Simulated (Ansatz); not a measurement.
Mulliken charges of CH$_{5}$BBrNSi (`B[SiH](Br)N=C`) from r2SCAN/def2-TZVPP in Ansatz (PBE0-D4/def2-TZVP geometry).

```tsv
atom	x (Å)	y (Å)	z (Å)	charge (e)
B1	0.237	1.234	1.511	-0.136
Si2	-0.816	0.050	0.378	0.425
Br3	0.731	-1.111	1.706	-0.162
N4	-0.562	-0.117	-1.299	-0.324
C5	0.271	-0.749	-1.992	0.043
H6	1.245	1.694	1.070	0.036
H7	-0.168	1.523	2.594	0.025
H8	-2.151	-0.505	0.685	-0.058
H9	0.270	-0.648	-3.083	0.077
H10	1.027	-1.422	-1.567	0.073
```

Task: By hand: the dipole of these point charges (1 e Å = 4.8032 D).

Result: Σ q r = (-0.043, 0.014, -0.274) e Å, of length 0.278 e Å = 1.34 D.

Task: How does the dipole of the full density compare? (Best estimate.)

Result: Ansatz gave: (-0.013, -0.200, -0.387) e Å, 2.09 D; the point charges give 0.64 times that, at 31° from its direction.

Point charges leave out the atoms' own dipoles, such as those of lone pairs, and Mulliken's split depends on the basis, so the two needn't agree.
